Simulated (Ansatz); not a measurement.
Consider the isomerisation: `C[SiH](O)Cl` → `CO[SiH2]Cl`.

Isolated molecules relaxed with PBE0-D4/def2-TZVP in Ansatz; ΔE leaves out vibrations. CCSD(T)/CBS adds triple-zeta CCSD(T) − MP2 to the extrapolated MP2 energy (def2 sets, frozen cores). DFT in def2-TZVPP. B3LYP here is the variant with VWN-RPA as its local correlation; programs differ in this. HSE06 is defined as in plane-wave codes. One conformer a species, not always the lowest.

`C[SiH](O)Cl`:

Cartesian coordinates in Å:
```
C -0.947 0.408 0.591
Si 0.499 0.108 -0.527
O 0.693 -1.468 -0.924
Cl 2.187 0.799 0.442
H -1.053 1.475 0.800
H -1.868 0.054 0.120
H -0.822 -0.112 1.544
H 0.391 0.826 -1.813
H 0.921 -2.090 -0.232
```

`CO[SiH2]Cl`:

```xyz
9

C     1.363   -0.023    0.229
O     0.334    0.145   -0.724
Si   -1.252    0.160   -0.370
Cl   -1.848   -1.642    0.425
H     2.315    0.173   -0.264
H     1.370   -1.045    0.619
H     1.251    0.675    1.066
H    -1.970    0.377   -1.640
H    -1.563    1.182    0.658
```

```json
{"level": "LDA (SPW92)", "ΔE (kJ/mol)": "107.6", "difference from CCSD(T)/CBS": "0.2"}
{"level": "PBE-D4", "ΔE (kJ/mol)": "105.2", "difference from CCSD(T)/CBS": "-2.2"}
{"level": "revPBE-D4", "ΔE (kJ/mol)": "103.6", "difference from CCSD(T)/CBS": "-3.8"}
{"level": "BLYP-D4", "ΔE (kJ/mol)": "97.3", "difference from CCSD(T)/CBS": "-10.1"}
{"level": "r2SCAN-D4", "ΔE (kJ/mol)": "108.6", "difference from CCSD(T)/CBS": "1.2"}
{"level": "B97M-V", "ΔE (kJ/mol)": "108.2", "difference from CCSD(T)/CBS": "0.8"}
{"level": "B3LYP-D4", "ΔE (kJ/mol)": "99.6", "difference from CCSD(T)/CBS": "-7.8"}
{"level": "r2SCANh-D4", "ΔE (kJ/mol)": "109.1", "difference from CCSD(T)/CBS": "1.7"}
{"level": "r2SCAN0-D4", "ΔE (kJ/mol)": "109.5", "difference from CCSD(T)/CBS": "2.1"}
{"level": "HSE06-D4", "ΔE (kJ/mol)": "107.0", "difference from CCSD(T)/CBS": "-0.4"}
{"level": "BHLYP-D4", "ΔE (kJ/mol)": "99.7", "difference from CCSD(T)/CBS": "-7.7"}
{"level": "CAM-B3LYP-D4", "ΔE (kJ/mol)": "99.7", "difference from CCSD(T)/CBS": "-7.7"}
{"level": "ωB97X-V", "ΔE (kJ/mol)": "100.9", "difference from CCSD(T)/CBS": "-6.5"}
{"level": "ωB97M-V", "ΔE (kJ/mol)": "106.9", "difference from CCSD(T)/CBS": "-0.5"}
{"level": "B2PLYP", "ΔE (kJ/mol)": "102.3", "difference from CCSD(T)/CBS": "-5.1"}
{"level": "PBE-QIDH", "ΔE (kJ/mol)": "108.9", "difference from CCSD(T)/CBS": "1.5"}
{"level": "PBE", "ΔE (kJ/mol)": "104.6", "difference from CCSD(T)/CBS": "-2.8"}
{"level": "revPBE", "ΔE (kJ/mol)": "103.2", "difference from CCSD(T)/CBS": "-4.2"}
{"level": "BLYP", "ΔE (kJ/mol)": "96.0", "difference from CCSD(T)/CBS": "-11.4"}
{"level": "r2SCAN", "ΔE (kJ/mol)": "108.5", "difference from CCSD(T)/CBS": "1.1"}
{"level": "PBE0", "ΔE (kJ/mol)": "106.6", "difference from CCSD(T)/CBS": "-0.8"}
{"level": "r2SCAN0", "ΔE (kJ/mol)": "109.4", "difference from CCSD(T)/CBS": "2.0"}
{"level": "HSE06", "ΔE (kJ/mol)": "106.5", "difference from CCSD(T)/CBS": "-0.9"}
{"level": "BHLYP", "ΔE (kJ/mol)": "98.7", "difference from CCSD(T)/CBS": "-8.7"}
{"level": "LC-ωPBE", "ΔE (kJ/mol)": "107.6", "difference from CCSD(T)/CBS": "0.2"}
{"level": "RPA@PBE/def2-TZVPP", "ΔE (kJ/mol)": "93.6", "difference from CCSD(T)/CBS": "-13.8"}
{"level": "HF/def2-SVP", "ΔE (kJ/mol)": "80.5", "difference from CCSD(T)/CBS": "-26.9"}
{"level": "MP2/def2-SVP", "ΔE (kJ/mol)": "93.9", "difference from CCSD(T)/CBS": "-13.5"}
{"level": "CCSD/def2-SVP", "ΔE (kJ/mol)": "85.4", "difference from CCSD(T)/CBS": "-22.0"}
{"level": "CCSD(T)/def2-SVP", "ΔE (kJ/mol)": "85.1", "difference from CCSD(T)/CBS": "-22.3"}
{"level": "HF/def2-TZVPP", "ΔE (kJ/mol)": "90.8", "difference from CCSD(T)/CBS": "-16.6"}
{"level": "MP2/def2-TZVPP", "ΔE (kJ/mol)": "110.6", "difference from CCSD(T)/CBS": "3.2"}
{"level": "CCSD/def2-TZVPP", "ΔE (kJ/mol)": "103.0", "difference from CCSD(T)/CBS": "-4.4"}
{"level": "CCSD(T)/def2-TZVPP", "ΔE (kJ/mol)": "104.0", "difference from CCSD(T)/CBS": "-3.4"}
{"level": "HF/def2-QZVPP", "ΔE (kJ/mol)": "90.3", "difference from CCSD(T)/CBS": "-17.1"}
{"level": "MP2/def2-QZVPP", "ΔE (kJ/mol)": "112.3", "difference from CCSD(T)/CBS": "4.9"}
{"level": "SCS-MP2/def2-QZVPP", "ΔE (kJ/mol)": "104.0", "difference from CCSD(T)/CBS": "-3.4"}
{"level": "HF/CBS(def2)", "ΔE (kJ/mol)": "90.3", "difference from CCSD(T)/CBS": "-17.1"}
{"level": "MP2/CBS(def2)", "ΔE (kJ/mol)": "114.0", "difference from CCSD(T)/CBS": "6.6"}
{"level": "CCSD/CBS(def2)", "ΔE (kJ/mol)": "106.4", "difference from CCSD(T)/CBS": "-1.0"}
{"level": "CCSD(T)/CBS", "ΔE (kJ/mol)": "107.4", "difference from CCSD(T)/CBS": "0"}
```

Largest T1 diagnostic among the species: 0.010.

In def2-TZVPP, CCSD(T) changes the Hartree–Fock value by +13.2 kJ/mol (the triples alone add +1.0 kJ/mol) and MP2 by +19.7 kJ/mol. Leaving LDA and LC-ωPBE aside and taking each functional with its dispersion term where it has one, the values spread over 12.2 kJ/mol, from BLYP-D4 to r2SCAN0-D4. LDA lies +3.1 kJ/mol from PBE without D4.
